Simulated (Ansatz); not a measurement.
CH4OSSi can be A, `CS[Si]O`, or B, `O[SiH]1CS1`.

Program: Ansatz. Geometries: PBE0-D4/def2-TZVP. ΔE: electronic, gas phase. CBS: MP2 limit from def2 TZ/QZ plus the TZ coupled-cluster correction, frozen cores. This one scheme is used for every species. Functionals use def2-TZVPP. B3LYP here is the variant with VWN-RPA as its local correlation; programs differ in this. One conformer a species, not always the lowest.

Problem. Which isomer does CCSD(T)/CBS put lower? Give the gap. (Estimate.)

Solution. Ansatz gave: B, by 4.7 kcal/mol.

Problem. Give E(B) − E(A) in kcal/mol with CCSD/def2-TZVPP, PBE-D4, CCSD(T)/def2-TZVPP, MP2/def2-TZVPP, B3LYP, r2SCAN-D4, ωB97M-V. (Best estimate.)

Solution. Ansatz gave: CCSD/def2-TZVPP -4.0, PBE-D4 -2.3, CCSD(T)/def2-TZVPP -4.1, MP2/def2-TZVPP -7.3, B3LYP -1.2, r2SCAN-D4 -6.8, ωB97M-V -2.7. None reverses the order clearly.

Largest T1 diagnostic: 0.014.

From PBE to PBE0 (25 % exact exchange), in def2-TZVPP and without D4, E(B) − E(A) moves by −2.5 kcal/mol.
